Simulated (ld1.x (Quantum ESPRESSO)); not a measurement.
# u(r) = r·R(r): atom against pseudo-atom (Bi)

Columns: radius, all-electron u(r) and pseudo u(r) of the 5d shell (level -27.08 eV) of bismuth in the configuration [Xe] 4f14 5d10 6s2 6p3; PBE, scalar-relativistic, RRKJ scheme, ld1.x (Quantum ESPRESSO) 7.5.

```tsv
r (bohr)	all-electron	pseudo
0.132	0.2745	0.0071
0.265	-0.4350	0.0566
0.398	-0.4047	0.1839
0.530	0.0736	0.3943
0.663	0.5422	0.6512
0.795	0.8457	0.8756
0.928	0.9899	1.0047
1.060	1.0168	1.0243
1.193	0.9722	0.9728
1.325	0.8906	0.8906
1.458	0.7927	0.7927
1.590	0.6931	0.6931
1.723	0.5975	0.5975
1.855	0.5110	0.5110
1.988	0.4336	0.4336
2.120	0.3666	0.3666
2.252	0.3087	0.3087
2.385	0.2589	0.2589
2.518	0.2167	0.2167
2.650	0.1812	0.1812
2.782	0.1514	0.1514
2.915	0.1261	0.1261
3.048	0.1049	0.1049
3.180	0.0874	0.0874
3.312	0.0727	0.0727
3.445	0.0604	0.0604
```

Question: How many radial nodes do the two functions have?

Answer: The all-electron 5d function has n − l − 1 = 2; the pseudo-wave has 0, since the states of the same l below it are removed with the core.

Question: At about which radius was the pseudo-wave matched?

Answer: 1.25 bohr, where the columns begin to agree (steps of 0.13 bohr).

Question: Where does each function peak?

Answer: Outermost all-electron maximum near 1.06 bohr, pseudo maximum near 1.06 bohr (to the table’s step).

Question: Is the pseudo-wave norm-conserving?

Answer: Yes: the RRKJ scheme keeps the norm inside the radius equal to the all-electron one, which fixes the energy derivative of the logarithmic derivative at the level.
